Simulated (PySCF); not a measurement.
# Dipole moment and polarisability of `CNC(=O)/C(Cl)=C\Cl`

C4H5Cl2NO.
Cartesian coordinates in Å at the GFN2-xTB level; atoms count from 1:
```
atom  x, y, z in Å
C1     2.3063    0.0988   -0.0614
N2     0.9753   -0.3826    0.2043
C3    -0.1206    0.2849   -0.2025
O4    -0.0844    1.3317   -0.8161
C5    -1.4223   -0.3585    0.1624
Cl6   -1.3765   -1.9291    0.8972
C7    -2.6327    0.1739   -0.0345
Cl8   -2.9087    1.6949   -0.7286
H9     2.2145    1.0246   -0.6270
H10    2.8382    0.2956    0.8711
H11    2.8678   -0.6307   -0.6471
H12    0.8697   -1.2494    0.7095
H13   -3.5311   -0.3537    0.2549
```

Level: wB97X-D/def2-SVPD (PySCF), static field, nuclei fixed, core orbitals frozen in the response. The polarisability tensor in these axes (au):

```
x   108.90 -13.69   5.66
y   -13.69  93.33 -16.84
z     5.66 -16.84  66.23
```

What are the eigenvalues, a third of the trace, and Δα (Δα² = ½Σ(αi − αj)² over the three pairs)?

Principal values 58.16, 89.89 and 120.41 au; mean 89.49 au = 13.26 Å³ = 14.75 × 10⁻⁴⁰ C²·m²/J; Δα = 53.92 au (60 % of the mean).

What is the dipole moment, and where does it point?

(1.12, -2.53, 1.54) D, 3.17 D in size, pointing from the negative to the positive side. Measured along this direction, the outermost atoms are Cl8 at the negative end and H12 at the positive end.

Rayleigh depolarisation ratio (linearly polarised light, static tensor)?

ρ = 3Δα²/(45ᾱ² + 4Δα²) = 8722.0/(360362 + 11629.3) = 0.0234.

Molar refractivity from α?

Lorentz–Lorenz: R = (4π/3)N_A α = 2.5225 cm³/(mol·Å³) × 13.26 Å³ = 33.5 cm³/mol, in the limit of long wavelengths.

Find the Langevin capture rate constant for NO+ (29.998 u) meeting this molecule (152.975 u), k = 2.342 × 10⁻⁹ cm³/s × √(α in Å³ / reduced mass in u).

The reduced mass is 25.08 u, so k = 1.70 × 10⁻⁹ cm³/s. The formula leaves out the permanent dipole, which adds to the capture rate.

Isolated species at its GFN2-xTB geometry (one conformer only).
